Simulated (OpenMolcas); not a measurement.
## Computed transition rates of Mo⁴⁺

```
Program             : OpenMolcas
Method              : SS-CASPT2, IPEA 0.25 Eh, imaginary shift 0.1 Eh (closed shells correlated: 4s 4p)
Basis               : ANO-RCC-VTZP [7s6p4d2f1g]
Scalar Hamiltonian  : DKH2, point nucleus
Active space        : 2 electrons in 5 orbitals (4d)
State averaging     : 2S+1 = 3 even, 10 roots; 2S+1 = 1 even, 15 roots
Spin-orbit coupling : RASSI with atomic mean-field integrals over the reference wave functions, term energies averaged over their components
```

Rates come from the transition moments of the reference wave functions (E1 and E2 in the length form). At fixed line strength A goes as λ^-3 for E1 and M1 and as λ^-5 for E2, so a rate at the computed wavelength can be rescaled to the measured one. Measured vacuum wavelengths follow from level energies in Sugar and Musgrove, J. Phys. Chem. Ref. Data 17, 155 (1988). Branching counts decays inside the model space alone, at computed energies, and the table is only a selection of the E2 and M1 lines, drawn from those between levels with measured partners whose computed energy lies within a factor of 1.5 of the measured one.

```json
{"Upper": "4d² ¹S₀", "Lower": "4d² ¹D₂", "Type": "E2", "λ computed (nm)": "356.9", "λ measured (nm)": "363", "A computed (s-1)": "1.39e+01", "A rescaled (s-1)": "1.28e+01", "Branching %": "62.8"}
{"Upper": "4d² ¹S₀", "Lower": "4d² ³P₁", "Type": "M1", "λ computed (nm)": "389.3", "λ measured (nm)": "385.6", "A computed (s-1)": "6.32e+00", "A rescaled (s-1)": "", "Branching %": "28.6"}
{"Upper": "4d² ¹S₀", "Lower": "4d² ³P₂", "Type": "E2", "λ computed (nm)": "411.8", "λ measured (nm)": "411", "A computed (s-1)": "1.40e+00", "A rescaled (s-1)": "", "Branching %": "6.3"}
{"Upper": "4d² ¹S₀", "Lower": "4d² ³F₂", "Type": "E2", "λ computed (nm)": "262.6", "λ measured (nm)": "265", "A computed (s-1)": "5.08e-01", "A rescaled (s-1)": "", "Branching %": "2.3"}
{"Upper": "4d² ¹D₂", "Lower": "4d² ³F₃", "Type": "M1", "λ computed (nm)": "1171", "λ measured (nm)": "1161", "A computed (s-1)": "3.70e-01", "A rescaled (s-1)": "", "Branching %": "52.6"}
{"Upper": "4d² ¹G₄", "Lower": "4d² ³F₄", "Type": "M1", "λ computed (nm)": "730", "λ measured (nm)": "769.4", "A computed (s-1)": "3.66e-01", "A rescaled (s-1)": "", "Branching %": "53.4"}
{"Upper": "4d² ¹D₂", "Lower": "4d² ³F₂", "Type": "M1", "λ computed (nm)": "993.4", "λ measured (nm)": "981.3", "A computed (s-1)": "3.32e-01", "A rescaled (s-1)": "", "Branching %": "47.2"}
{"Upper": "4d² ¹G₄", "Lower": "4d² ³F₃", "Type": "M1", "λ computed (nm)": "648.1", "λ measured (nm)": "676.8", "A computed (s-1)": "3.15e-01", "A rescaled (s-1)": "", "Branching %": "46.0"}
{"Upper": "4d² ³P₂", "Lower": "4d² ¹D₂", "Type": "M1", "λ computed (nm)": "2680", "λ measured (nm)": "3108", "A computed (s-1)": "2.51e-01", "A rescaled (s-1)": "", "Branching %": "56.4"}
{"Upper": "4d² ³F₄", "Lower": "4d² ³F₃", "Type": "M1", "λ computed (nm)": "5775", "λ measured (nm)": "5620", "A computed (s-1)": "1.05e-01", "A rescaled (s-1)": "1.14e-01", "Branching %": "100.0"}
{"Upper": "4d² ³P₂", "Lower": "4d² ³F₃", "Type": "M1", "λ computed (nm)": "814.9", "λ measured (nm)": "845.3", "A computed (s-1)": "9.13e-02", "A rescaled (s-1)": "", "Branching %": "20.5"}
{"Upper": "4d² ³F₃", "Lower": "4d² ³F₂", "Type": "M1", "λ computed (nm)": "6551", "λ measured (nm)": "6338", "A computed (s-1)": "9.02e-02", "A rescaled (s-1)": "9.96e-02", "Branching %": "100.0"}
{"Upper": "4d² ³P₀", "Lower": "4d² ³F₂", "Type": "E2", "λ computed (nm)": "849.7", "λ measured (nm)": "895.9", "A computed (s-1)": "8.87e-02", "A rescaled (s-1)": "6.81e-02", "Branching %": "100.0"}
{"Upper": "4d² ³P₁", "Lower": "4d² ¹D₂", "Type": "M1", "λ computed (nm)": "4290", "λ measured (nm)": "6186", "A computed (s-1)": "3.86e-02", "A rescaled (s-1)": "", "Branching %": "31.2"}
{"Upper": "4d² ³P₁", "Lower": "4d² ³F₃", "Type": "E2", "λ computed (nm)": "919.9", "λ measured (nm)": "977.6", "A computed (s-1)": "3.84e-02", "A rescaled (s-1)": "2.83e-02", "Branching %": "31.1"}
{"Upper": "4d² ³P₁", "Lower": "4d² ³F₂", "Type": "E2", "λ computed (nm)": "806.7", "λ measured (nm)": "847", "A computed (s-1)": "3.51e-02", "A rescaled (s-1)": "2.75e-02", "Branching %": "28.4"}
{"Upper": "4d² ³P₂", "Lower": "4d² ³P₁", "Type": "M1", "λ computed (nm)": "7137", "λ measured (nm)": "6245", "A computed (s-1)": "3.22e-02", "A rescaled (s-1)": "4.81e-02", "Branching %": "7.2"}
{"Upper": "4d² ³P₂", "Lower": "4d² ³F₄", "Type": "E2", "λ computed (nm)": "948.8", "λ measured (nm)": "994.9", "A computed (s-1)": "3.15e-02", "A rescaled (s-1)": "2.48e-02", "Branching %": "7.1"}
{"Upper": "4d² ³P₂", "Lower": "4d² ³F₃", "Type": "E2", "λ computed (nm)": "814.9", "λ measured (nm)": "845.3", "A computed (s-1)": "1.89e-02", "A rescaled (s-1)": "1.57e-02", "Branching %": "4.2"}
{"Upper": "4d² ³P₂", "Lower": "4d² ³F₂", "Type": "M1", "λ computed (nm)": "724.7", "λ measured (nm)": "745.8", "A computed (s-1)": "1.66e-02", "A rescaled (s-1)": "", "Branching %": "3.7"}
{"Upper": "4d² ³P₁", "Lower": "4d² ³F₂", "Type": "M1", "λ computed (nm)": "806.7", "λ measured (nm)": "847", "A computed (s-1)": "7.12e-03", "A rescaled (s-1)": "", "Branching %": "5.8"}
{"Upper": "4d² ³P₁", "Lower": "4d² ³P₀", "Type": "M1", "λ computed (nm)": "15910", "λ measured (nm)": "15500", "A computed (s-1)": "4.45e-03", "A rescaled (s-1)": "4.81e-03", "Branching %": "3.6"}
{"Upper": "4d² ³P₂", "Lower": "4d² ³F₂", "Type": "E2", "λ computed (nm)": "724.7", "λ measured (nm)": "745.8", "A computed (s-1)": "3.50e-03", "A rescaled (s-1)": "3.03e-03", "Branching %": "0.8"}
```

Spin-changing lines and M1 lines between different terms are not rescaled, since their strength hangs on the term gaps too.

The largest correction is for 4d² ³P₂ → 4d² ³P₁ (M1): 3.22e-02 × (7137 / 6245)^3 = 4.81e-02 s-1, a factor of 1.49.

The computed rate and branching of 4d² ³F₃ → 4d² ³F₂ give the upper level a radiative lifetime of 1.000 / 9.02e-02 s-1 = 1.11e+01 s, counting decays inside the model space alone. The rescaled rate gives about 1.0e+01 s.

These are rates of the free ion; in crystals, glasses and complexes forced electric-dipole and non-radiative decay shorten such lifetimes by orders of magnitude. No measured rate stands beside these. Rescaling mends the energy factor alone: line strengths can still be far off where a level mixes with configurations outside the active space, and weak or spin-changing lines hang on small mixing coefficients that depend on the term gaps too, so rescaling need not improve them.

Term energies are means over components that CASPT2 splits; among the terms shown or strongly mixed into the levels shown the widest spread is 610 cm-1 (4d² ¹G). Measured partners are found by configuration, term and J. A level has none where our copy of the source lacks it or the pairing is in doubt (some pairs that miss far off the trend of their configuration count as doubtful). Levels of configurations outside the active space are missing.
